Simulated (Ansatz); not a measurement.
Reactions of C2H8OSi (`CC[SiH2]O`).

Calculated with Ansatz (gas phase, PBE0-D4/def2-TZVP geometries, no zero-point term in ΔE). CCSD(T)/CBS adds triple-zeta CCSD(T) − MP2 to the extrapolated MP2 energy (def2 sets, frozen cores). This one scheme is used for every species. DFT in def2-TZVPP. B3LYP here is the variant with VWN-RPA as its local correlation; programs differ in this. def2 core potentials past Kr. For As, Ga, Sn outer-core shells are correlated without core-valence functions, which leaves a few kJ/mol of doubt a bond. Scalar relativity is left out up to krypton. Each species was taken in one conformer, which may not be the lowest.

```json
{"reaction": "`CC[SiH2]O` + `[NH2][Sn][OH]` → `C[O][Sn][NH2]` + `C[SiH2]O`", "ωB97M-V (eV)": "0.44", "HF/CBS(def2) (eV)": "0.38", "B3LYP-D4 (eV)": "0.37", "PBE-D4 (eV)": "0.41", "CCSD(T)/CBS(def2) (eV)": "0.45"}
{"reaction": "`CC[SiH2]O` + `S[SiH2]Cl` → `O[SiH2]S[SiH2]Cl` + `CC`", "ωB97M-V (eV)": "-0.86", "HF/CBS(def2) (eV)": "-0.82", "B3LYP-D4 (eV)": "-0.88", "PBE-D4 (eV)": "-0.89", "CCSD(T)/CBS(def2) (eV)": "-0.87"}
{"reaction": "`CC[SiH2]O` + `[AsH3]` → `O[SiH2]C[AsH2]` + CH₄", "ωB97M-V (eV)": "-0.34", "HF/CBS(def2) (eV)": "-0.25", "B3LYP-D4 (eV)": "-0.35", "PBE-D4 (eV)": "-0.36", "CCSD(T)/CBS(def2) (eV)": "-0.37"}
{"reaction": "`CC[SiH2]O` + `[OH][Ga]([SH])[SH]` → `C[O][Ga]([SH])[SH]` + `C[SiH2]O`", "ωB97M-V (eV)": "0.46", "HF/CBS(def2) (eV)": "0.37", "B3LYP-D4 (eV)": "0.40", "PBE-D4 (eV)": "0.44", "CCSD(T)/CBS(def2) (eV)": "0.48"}
```

Largest T1 diagnostic: 0.017, for `C[O][Sn][NH2]`.
